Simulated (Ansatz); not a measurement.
A nudged elastic band was laid between two geometries of BH$_{5}$SSe (8 atoms, charge 0, multiplicity 1).

Theory: UKS PBE/def2-SVP (Ansatz).

* movable images: 7
* climbing image: yes
* spring: 5.0 eV/Å²
* optimiser: quadratic models (default)
* start path: through a guess of the saddle point
* force threshold: 0.05 eV/Å
* iteration limit: 60
* end points: relaxed

Initial state:

```xyz
8
Properties=species:S:1:pos:R:3
B -0.651 -0.550 -0.386
S 0.826 -0.708 -1.486
H -0.962 -1.604 0.145
H -1.552 0.208 -0.706
H 0.548 1.745 1.083
Se -0.125 0.531 1.619
H 0.722 0.489 -2.129
H 1.195 -0.111 1.860
```

Final state:

```xyz
8
Properties=species:S:1:pos:R:3
B -0.730 -0.455 0.032
S 0.704 -0.033 -1.414
H -0.435 -1.613 0.276
H -1.729 -0.291 -0.652
H 1.842 0.028 -0.660
Se -0.677 0.854 1.556
H 0.620 1.331 -1.461
H 0.405 0.179 2.324
```

**Question.** What changes between the two ends?

**Answer.** Bonds broken: H5–Se6. Bonds formed: S2–H5.

**Question.** Give the energies along the band, and the barrier.

**Answer.** The forces met the threshold. The highest image is number 4 of 0 to 8, 0.32 eV above the first end and 0.31 eV above the last; the last end lies 0.01 eV above the first. A vibrational analysis at the climbing image gives one clearly imaginary mode, 563i cm⁻¹: a first-order saddle point. The orbitals were unrestricted but ended closed-shell.

```csv
image,path coordinate (Å),energy (eV),H5–Se6 (Å),S2–H5 (Å)
0,0.00,0.00,1.49,3.56
1,0.55,0.01,1.49,3.37
2,1.11,0.04,1.48,3.05
3,1.66,0.16,1.50,2.43
4,2.21,0.32,1.72,1.76
5,2.76,0.16,2.38,1.40
6,3.30,0.06,2.95,1.37
7,3.85,0.02,3.24,1.37
8,4.39,0.01,3.45,1.37
```

**Question.** What is the geometry of the highest image?

**Answer.** 
```xyz
8
Properties=species:S:1:pos:R:3
B -0.651 -0.471 -0.172
S 0.959 -0.193 -1.292
H -0.680 -1.619 0.226
H -1.655 -0.007 -0.677
H 1.007 0.751 0.190
Se -0.132 0.836 1.481
H 0.509 0.875 -2.009
H 0.643 -0.171 2.252
```

**Question.** What are the harmonic wavenumbers there?

**Answer.** 563i, 188, 249, 417, 469, 512, 572, 626, 799, 885, 963, 1036, 1068, 1147, 2355, 2501, 2599, 2612 cm⁻¹.

The band took 11 iterations and of the order of 2.9 core-minutes.

The run took 89 s on 2 threads of Intel(R) Xeon(R) 6975P-C (Granite Rapids) (shared host), peak memory 0.18 GiB.
